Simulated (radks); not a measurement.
Values are calculated unless marked as measured or tabulated.
All-electron atom: neutral chromium in [Ar] 3d4.75 4s1.25 (fractional occupations, a model configuration).

Code: a radial shooting solver on a logarithmic mesh with Libxc functionals. Model: scalar-relativistic Kohn-Sham, AM05, spin-polarised, spherical densities, finite nucleus; open shells are filled with parallel spins first; Fermi nuclear charge, rms radius 3.6452 fm.

Energy parts (eV):
| part | energy |
|---|---|
| total | -28539.807 |
| kinetic | 28817.822 |
| electron-nucleus | -68160.373 |
| Hartree | 12078.155 |
| exchange-correlation | -1275.411 |

Orbitals (lengths in bohr, moments of r in powers of bohr; <r^-3> diverges for s and p1/2):
orbital  occ.  eigenvalue (eV)  <r^-3>      <r>       <r^4>   <1/r>
1s up       1        -5867.429       -  0.06365  0.00007633   23.85
1s down     1        -5867.413       -  0.06365  0.00007632   23.85
2s up       1        -666.1451       -   0.2939     0.01827   5.038
2s down     1        -664.4693       -   0.2933     0.01811   5.048
2p up       3        -560.3233   360.5   0.2604     0.01429   4.944
2p down     3        -559.0397   361.8   0.2598     0.01412   4.952
3s up       1         -75.3843       -   0.9025       1.451   1.567
3s down     1         -71.1951       -   0.9039       1.461   1.562
3p up       3         -47.0285   43.21   0.9653       2.168   1.428
3p down     3         -42.8544   42.70   0.9680       2.205   1.422
3d up    4.75          -4.5164   2.981    1.420       25.21  0.9979
3d down     0          -0.7119   2.513    1.850       209.4  0.8885
4s up       1          -4.7069       -    3.251       258.4  0.4003
4s down  0.25          -2.8483       -    3.812       543.8  0.3409
4p up       0          -1.2833   1.462    4.740        1464  0.2756

The highest occupied level is 4s down at -2.848 eV. The spin density at the nucleus is 2.609 e/bohr^3 (1s 0.001, 2s -1.802, 3s 0.650, 4s 3.760). The electron density at the nucleus is 1.146e+04 e/bohr^3 (large components only). The density falls to 0.001 e/bohr^3 at r = 4.47 bohr.
